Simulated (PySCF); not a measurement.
Polarisability and C₆ of Tm⁵¹⁺ (thulium, charge +51)

[Ar], closed-shell 1S. All numbers are calculated (PySCF 2.14, scalar relativity by spin-free X2C-1e, in an even-tempered Gaussian basis (17 s from 12 bohr⁻², ratio 2.5; 12 p from 16 bohr⁻², ratio 2.5; 4 d from 67 bohr⁻², ratio 2.7; 4 f from 100 bohr⁻², ratio 2.7)). Coupled (time-dependent) response in atomic units; α is the mean over directions.

```json
{"method": "UHF", "mean α (bohr³)": "0.001738", "C₆ (like pair)": "8.229e-05", "S(−4)": "2.103e-06"}
{"method": "PBE0", "mean α (bohr³)": "0.001748", "C₆ (like pair)": "8.288e-05", "S(−4)": "2.123e-06"}
```

S(−4) is the Cauchy moment in α(ω) = α(0) + S(−4) ω² + …

α(iu) at PBE0:

| u (hartree) | α(iu) (bohr³) |
| --- | --- |
| 0 | 0.001748 |
| 4.00 | 0.001715 |
| 8.00 | 0.001623 |
| 16.0 | 0.001351 |
| 24.0 | 0.001078 |
| 32.0 | 0.0008655 |
| 40.0 | 0.0007111 |
| 60.0 | 0.0004858 |
| 80.0 | 0.0003716 |
| 120 | 0.0002585 |
| 200 | 0.0001636 |

For an ion, C₆ is the dispersion term alone; charge-induced terms of lower order in 1/R come first.

Spin-orbit coupling, which splits the p, d and f shells strongly at this Z, is absent.
